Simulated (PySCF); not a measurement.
# Ionisation energy of Cr²³⁺ by level of theory

Cr²³⁺ 1s1 (2S) → Cr²⁴⁺ (bare nucleus), as a difference of total energies. All numbers are calculated (PySCF 2.14, scalar relativity by spin-free X2C-1e, in an uncontracted even-tempered set (17 s from 22 bohr⁻², ratio 2.2; 7 p from 34 bohr⁻², ratio 2.4; 4 d from 100 bohr⁻², ratio 2.4; 3 f from 150 bohr⁻², ratio 2.4; 3 g from 230 bohr⁻², ratio 2.4)). The calculations carry no spin-orbit coupling.

```
method  ionisation energy (eV)
   UHF                  7897.9
   PBE                  7894.2
  PBE0                  7895.2
r2SCAN                  7898.1
```

**Question.** Estimate what BP86 gives.

**Answer.** 7897.5 eV, closest to UHF among the rows shown.

**Question.** Estimate what LDA gives.

**Answer.** 7870.3 eV, closest to PBE among the rows shown.

For comparison: 7894.8 eV (theoretical estimate listed by NIST; NIST Atomic Spectra Database, ionization energies).
